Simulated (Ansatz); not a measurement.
CH3BO2S, SMILES `OB1OC1S`. Total charge 0; spin multiplicity 1.

```json
{"atom": "O1", "x (Å)": "1.506", "y (Å)": "-1.506", "z (Å)": "0.701"}
{"atom": "B2", "x (Å)": "0.819", "y (Å)": "-0.528", "z (Å)": "0.100"}
{"atom": "O3", "x (Å)": "0.794", "y (Å)": "0.073", "z (Å)": "-1.088"}
{"atom": "C4", "x (Å)": "-0.217", "y (Å)": "0.564", "z (Å)": "-0.062"}
{"atom": "S5", "x (Å)": "-1.913", "y (Å)": "0.208", "z (Å)": "-0.355"}
{"atom": "H6", "x (Å)": "1.226", "y (Å)": "-1.682", "z (Å)": "1.602"}
{"atom": "H7", "x (Å)": "-0.009", "y (Å)": "1.592", "z (Å)": "0.217"}
{"atom": "H8", "x (Å)": "-2.206", "y (Å)": "1.279", "z (Å)": "-1.115"}
```

(1) List the harmonic frequencies (cm⁻¹, unscaled) at PBE0-D4/def2-TZVP in Ansatz. (Best estimate.)

(2) Is this a minimum?

(3) Give the ideal-gas thermochemistry at 298.15 K and 1 bar (rigid rotor, harmonic oscillator; point group C1, symmetry number 1).

(4) And at 400, 500, 600, 800 and 1000 K?

(5) Rotational constants (cm⁻¹)?

Results:

(1) Ansatz gave: 152, 286, 359, 399, 491, 526, 646, 742, 877, 940, 970, 1071, 1256, 1260, 1726, 2680, 3163, 3905.

(2) Yes, all 18 modes are real.

(3) Zero-point energy 128.3 kJ/mol; H(298) − E = 145.1 kJ/mol; entropy 311.1 J/(mol·K), of which translation 165.0, rotation 109.9, vibration 36.2; G(298) − E = 52.3 kJ/mol.

(4) 
| T (K) | H − E (kJ/mol) | S (J/mol/K) | G − E (kJ/mol) |
| --- | --- | --- | --- |
| 400 | 154.8 | 339.1 | 19.2 |
| 500 | 165.9 | 363.7 | -16.0 |
| 600 | 178.0 | 385.8 | -53.5 |
| 800 | 204.7 | 424.1 | -134.6 |
| 1000 | 233.6 | 456.3 | -222.7 |

(5) 0.3491, 0.07815, 0.06849.
